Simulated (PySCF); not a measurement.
## How methods differ on the excitation energy of Ti²⁺

Ti²⁺ [Ar] 3d2 (3F) → Ti²⁺ [Ar] 3d1 4s1 (3D), as a difference of total energies. Calculation: PySCF 2.14, in x2c-QZVPPall; the spin-free X2C one-electron Hamiltonian (Gaussian nucleus). Correlated levels: valence: [Ar] frozen; valence and next inner shell: [Ne] frozen. The calculations carry no spin-orbit coupling.

```csv
method,excitation energy (eV)
UHF,4.570
LDA,4.803
PBE,4.890
PBE0,4.964
r2SCAN,5.205
B2PLYP,4.789
CAM-B3LYP,4.882
r2SCAN0,5.157
LC-wPBE,5.231
MP2 (valence),4.611
SCS-MP2 (valence),4.584
MP2 (valence and next inner shell),4.507
SCS-MP2 (valence and next inner shell),4.549
```

Task: How much does correlation contribute at MP2 (valence and next inner shell)?

Result: 4.507 − (4.570) = -0.063 eV, measured against UHF.

The basis was made for the ground configuration and has no added diffuse functions, so the excitation energy can come out too high.
